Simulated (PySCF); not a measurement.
Ge(H)3(SMe) (CH6GeS), SMILES C[S][GeH3].

Coordinates come from a TPSSh-D3(BJ)/def2-SVP optimisation.

Two levels are set side by side: PBE/def2-TZVPD (PySCF) and ωB97X/def2-TZVPD (PySCF). Same geometry, gas phase. Differences are taken from unrounded values.

```
quantity                       PBE
---------------------------  -----
orbital gap (eV)              4.58
highest occupied level (eV)  -5.60
lowest empty level (eV)      -1.02
dipole moment (D)             1.41
mean polarisability (bohr³)   71.5
```

Question: These are the PBE values. What does ωB97X give? (Estimate from the structure and the level; the computed values follow.)

Answer: 
| quantity | ωB97X | PBE minus ωB97X |
|---|---|---|
| orbital gap (eV) | 10.74 | -6.16 |
| highest occupied level (eV) | -9.15 | 3.55 |
| lowest empty level (eV) | 1.59 | -2.62 |
| dipole moment (D) | 1.52 | -0.12 |
| mean polarisability (bohr³) | 68.1 | 3.4 |

Without exact exchange PBE keeps part of each electron's self-repulsion, which lifts occupied levels and narrows the gap. Loosely held outer electrons make PBE densities more polarisable. Differences between two approximate levels are no errors against the true value.

Rough cost on one machine, each run with all the roots and properties that it gave: ωB97X against PBE within a factor of 2.
